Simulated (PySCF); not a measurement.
**NMR problem set**

- GFN2-xTB geometry
- σ from GIAO-PBE0/pcSseg-1
- code: PySCF 2.14.0 with density-fitted response routines
- non-relativistic, no solvent, rapidly exchanging positions averaged, single conformer

δ = σ(ref) − σ, references computed at the same level: 1H and 13C against TMS. Where no couplings were computed, multiplicities follow the n + 1 count of equivalent neighbours, and m marks all less simple cases (inequivalent or close neighbours, rings, F or P nearby). Shifts are as computed. Against solution values, carbons near 30 ppm lie about +3 ppm off and those near 130 ppm about +5 ppm. Of 1211 compounds with measured shifts, 218 miss one by over three times the rms of a fit or turn the order of signals round; such compounds aren't used in these exercises.

Q: C6H8OSi. 1H NMR (600 MHz, computed): δ 7.21 (s, 1H), 6.78 (m, 1H), 6.60 (m, 1H), 6.59 (d, 1H), 6.41 (d, 1H), 5.28 (s, 3H). 13C{1H} NMR (computed): δ 158.5 (CH), 137.4 (CH), 134.7 (C), 133.7 (CH), 130.0 (CH), 118.6 (CH). Identify the compound.

A: SMILES [SiH3]OC=C1C=CC=C1. Rings plus π bonds: 4 (1 ring in the answer). 6 carbon signals for 6 carbons: no two carbons are equivalent. Carbon types of the structure: 1 × C, 5 × CH, leaving 3 H on heteroatoms. δC 158.5: alkene carbon bearing oxygen; an sp2 carbon further deshielded by the attached heteroatom. δC 137.4, 133.7, 130.0, 118.6: alkene CH; an sp2 carbon of a C=C bond. δC 134.7: β carbon of an enol-ether or enamine type C=C. δH 6.78, 6.60, 6.59, 6.41: hydrogen on an alkene CH; attached to an sp2 carbon and in the plane of the double bond.

This is the structure that produced the data.

Q: C3H11NOSi3. 1H NMR (500 MHz, computed): δ 6.94 (m, 1H), 6.79 (m, 1H), 6.48 (m, 1H), 5.34 (s, 2H), 4.88 (s, 6H). 13C{1H} NMR (computed): δ 239.0 (C), 150.6 (CH), 144.7 (CH2). What is it?

A: `C=CC(=O)[SiH2]N([SiH3])[SiH3]`. Rings plus π bonds: 2 (no ring in the answer). 3 carbon signals for 3 carbons: no two carbons are equivalent. Carbon types of the structure: 1 × C, 1 × CH, 1 × CH2, leaving 8 H on heteroatoms. δC 239.0: carbonyl carbon. δC 150.6: α carbon of a C=C–C=O unit; the olefinic region. δC 144.7: β carbon of a C=C–C=O unit; conjugation with the carbonyl draws π density from the β position. δH 6.79: hydrogen on an α carbon of a C=C–C=O unit; olefinic region.

This is the structure that produced the data.
